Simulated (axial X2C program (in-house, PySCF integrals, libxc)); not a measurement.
# Nuclear properties of CuIn

Calculated with an in-house all-electron X2C program for linear molecules (integrals from PySCF): two-component X2C with atomic mean-field Coulomb and Gaunt terms, Gaussian nuclei, basis In dyall-cv3z, Cu dyall-cv3z with contracted cores.

R = 2.558 Å (near the PBE0 minimum at charge 0 of the determinant lowest at the starting distance; the state shown can have its own minimum elsewhere).

Determinant lowest in the PBE0 search, Ω = 0 (closed shell), highest spinor 49% In p, 40% Cu s, 6% In s:

```
    level  qzz In (a.u.)  qzz Cu (a.u.)  μ (D)
     PBE0          -5.34           0.32  -0.90
BHandHLYP          -5.64           0.16  -0.59
    B3LYP          -5.14           0.39  -1.33
      LDA          -4.82           0.56  -1.57
```

Determinant 1.36 eV from it at PBE0 and this distance, Ω = 2 (⟨Sz⟩ = 1.00, ⟨Lz⟩ = 1.00 at PBE0), spin on the atoms In 0.61, Cu 0.39:

| level | Eeff magnitude (GV/cm) | Ws magnitude In (kHz) | A∥/gI In (MHz) | qzz In (a.u.) | A∥/gI Cu (MHz) | qzz Cu (a.u.) | μ (D) |
| --- | --- | --- | --- | --- | --- | --- | --- |
| PBE0 | 8.65 | 2.48 | 453 | -0.20 | 782 | 0.29 | 0.91 |
| HF | 13.9 | 3.97 | 262 | -1.02 | 566 | 0.00 | 2.33 |
| BHandHLYP | 9.57 | 2.73 | 466 | -0.17 | 757 | 0.19 | 1.15 |
| B3LYP | 7.76 | 2.23 | 502 | 0.02 | 835 | 0.33 | 0.65 |
| LDA | 6.8 | 1.97 | 539 | 0.01 | 886 | 0.43 | 0.43 |

Eeff is the effective electric field on the electron electric dipole moment in this Ω state and Ws the scalar–pseudoscalar constant of the nucleus named (defined with the proton number Z and per Ω); A∥ (defined per Ω) follows by multiplying with gI = μI/(I μN); qzz is the electric field gradient, eQq0 = 234.96 MHz × Q/barn × qzz; μ is positive if the Cu end (last atom) is positive. The operators were transformed with the bare-nucleus X2C matrices; with these basis sets, hyperfine constants and field gradients can be off by tens of per cent, and where levels differ in sign neither size nor sign is settled.

Task: With Q(115In) = 0.772 barn (Q from Pyykkö, Mol. Phys. 2018), turn the PBE0 values of the first state into constants in MHz.

Result: eQq0(115In) = 234.96 × (0.772) × (-5.34) = -969 MHz.

Each state is one determinant with collinear spin, which with several unpaired electrons need not be a pure state. Unrestricted Hartree–Fock can overshoot spin polarisation at the nuclei. With several open shells hyperfine constants can be off by a factor of several. Where Eeff spreads by more than a factor of two the levels disagree and none is to be relied on. Open-shell Ω = 0 determinants with evenly filled partner blocks cannot be reached by this program, so the Ω shown need not be the lowest component. Left out as unconverged or as another state under the same occupation: HF in at least one table. The search compared states at one distance, so a state with another bond length can lie lower. Further determinants of the search, some of them spin-mixed, are not shown. Where a field gradient or hyperfine factor spreads by more than a factor of two over the levels, a constant derived from it is not to be relied on. PBE0 term energies can be off by some tenths of an eV.
